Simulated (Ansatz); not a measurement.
Total energies of H5SeSi2, SMILES `[SiH2][Se][SiH3]` radical.

Cartesian coordinates in Å:
```
Si -0.8805 0.4873 -1.6109
Se -0.5758 -1.3654 -0.3368
Si 0.9298 -0.3885 1.0745
H -2.0167 0.1904 -2.5261
H -1.1975 1.6699 -0.7577
H 2.1905 -0.0676 0.3611
H 1.1898 -1.3809 2.1449
H 0.3604 0.8548 1.6511
```

Charge 0, multiplicity 2. Correlated methods include outer-core shells of Se, which these sets cover unevenly. Scalar relativity is left out up to krypton. Geometry: relaxed with PBE0-D4/def2-TZVP. Basis def2-TZVPP, Ansatz 0.2.0.

RPA on PBE orbitals: Hartree–Fock energy of these orbitals -2980.59553 Eh, correlation -0.89924 Eh (frozen core).

| functional | kind | energy without D4 (Eh) | D4 term (kJ/mol) |
| --- | --- | --- | --- |
| LDA (SPW92) | LDA | -2977.76643 | – |
| PBE | GGA | -2982.88604 | -21.1 |
| revPBE | GGA | -2983.23729 | -53.1 |
| BLYP | GGA | -2983.57520 | -45.1 |
| r2SCAN | meta-GGA | -2983.49280 | -4.7 |
| B97M-V | meta-GGA with VV10 | -2982.96777 | – |
| PBE0 | global hybrid, 25 % exact exchange | -2983.02558 | -17.9 |
| B3LYP | global hybrid, 20 % | -2983.63794 | -34.7 |
| r2SCANh | meta-GGA hybrid, 10 % | -2983.48711 | -5.1 |
| r2SCAN0 | meta-GGA hybrid, 25 % | -2983.47962 | -5.8 |
| HSE06 (plane-wave form) | screened hybrid | -2983.01497 | -17.0 |
| BHLYP | global hybrid, 50 % | -2983.54253 | -31.3 |
| CAM-B3LYP | range-separated hybrid | -2983.68503 | -18.7 |
| LC-ωPBE | long-range corrected hybrid | -2983.04406 | – |
| ωB97X-V | range-separated hybrid GGA with VV10 | -2983.24026 | – |
| ωB97M-V | range-separated hybrid meta-GGA with VV10 | -2983.36039 | – |
| B2PLYP | double hybrid | -2982.92867 | – |
| PBE-QIDH | double hybrid | -2982.53682 | – |

B3LYP takes the VWN-RPA correlation (the form of Gaussian; ORCA's B3LYP/G). HSE06 is the plane-wave form, built on full-range PBE exchange. The double hybrids freeze the cores in their second-order part.

LC-ωPBE has ω = 0.4 bohr⁻¹.
